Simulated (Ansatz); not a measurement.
Ideal-gas functions of `[NH2][Ta]([OH])([F])=[S]` at 800 K and 1 bar, from an Ansatz frequency run at PBE0-D4/def2-TZVP.

Molar mass 265.04 g/mol, point group C1 (symmetry number 1), electronic degeneracy 1, moments of inertia 175.375, 254.95, 258.572 u Å². Harmonic wavenumbers (cm⁻¹, unscaled): 163, 167, 188, 191, 198, 323, 349, 482, 507, 538, 607, 667, 697, 728, 1540, 3570, 3673, 3928.

Use S(trans) = R[1.5 ln M + 2.5 ln T − 1.1517]; rotational temperatures θ = 24.2544 K / I; S(rot) = R[ln(√π/σ · √(T³/θAθBθC)) + 1.5]; for each mode x = 1.438777 ν̃/T, S = R[x/(eˣ − 1) − ln(1 − e⁻ˣ)] and H = RT x/(eˣ − 1); 1 cm⁻¹ = 0.0119627 kJ/mol; R = 8.31446 J/(mol·K).

Q: By hand: the entropy, in J/(mol·K).

A: Translation 199.0. Rotation: θ = 0.1383, 0.0951, 0.0938 K, giving 128.4. Vibration, mode by mode: 18.55, 18.35, 17.37, 17.24, 16.94, 12.95, 12.32, 9.76, 9.36, 8.91, 7.99, 7.28, 6.96, 6.64, 2.08, 0.10, 0.09, 0.06, in all 172.9. Electronic 0.0. Sum 500.3 J/(mol·K).

Q: By hand: H − E and G − E in kJ/mol, counted from the electronic energy.

A: Zero-point energy ½ × 18516 × 0.0119627 = 110.8; thermal vibration 65.1; translation, rotation and pV give 4 RT = 26.6. H − E = 202.5 kJ/mol, and G − E = 202.5 − 800 × 500.3/1000 = -197.7 kJ/mol.

Vibration gives 35 % of the entropy. The sum counts one conformer and one mirror image; others add a mixing term.
